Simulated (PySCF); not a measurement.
Compound: H₉NSi₃.
Structure used (GFN2-xTB), in Å, numbered top down from 1:
```xyz
13
H9NSi3 angstrom
Si     0.2906    1.6502    0.5486
N      0.0274    0.0360   -0.0579
Si    -1.6019   -0.5075   -0.3616
Si     1.3152   -1.1364    0.0429
H     -0.6721    2.5316   -0.1087
H      0.1012    1.6894    2.0035
H      1.6606    2.0302    0.2102
H     -2.3484    0.6195   -0.9165
H     -1.5289   -1.6065   -1.3219
H     -2.2301   -0.9659    0.8830
H      1.3556   -1.7398    1.3801
H      1.0573   -2.1622   -0.9652
H      2.5691   -0.4383   -0.2327
```

Level of theory: delta-SCF UKS SCAN, pcX-2 on the ionised atom, pcseg-1 elsewhere, spin-free X2C in PySCF 2.14.0. Each 1s hole has a ground state of its own, since the core basis sits on the ionised atom alone.

| ionised atom | basis functions | E(ground) (Eh) | E(ionised) (Eh) |
| --- | --- | --- | --- |
| N2 | 144 | -930.40782 | -915.57109 |
| Si1 | 155 | -930.44827 | -862.57909 |

Problem. Turn these total energies into binding energies.

Solution. E(ionised) − E(ground), at 27.2114 eV a hartree:

```json
{"atom": "N2", "environment": "nitrogen bridging silicon atoms", "difference (Eh)": "14.83673", "binding energy (eV)": "403.73"}
{"atom": "Si1", "environment": "SiH3 silicon", "difference (Eh)": "67.86918", "binding energy (eV)": "1846.81"}
```

Problem. How much do the ground-state energies differ, and what would follow from using one of them for all holes?

Solution. They run from -930.4483 Eh (core basis on Si1) to -930.4078 Eh (on N2), 0.0405 Eh or 1.10 eV apart, for one and the same state in different bases and grids. Pairing the ion of N2 with the ground state of Si1 would put its binding energy 1.10 eV too high.

Only 1s holes are shown. The first atom of each set that the bonding makes equivalent was ionised and stands for the set. Isolated species at its GFN2-xTB geometry, gas phase.
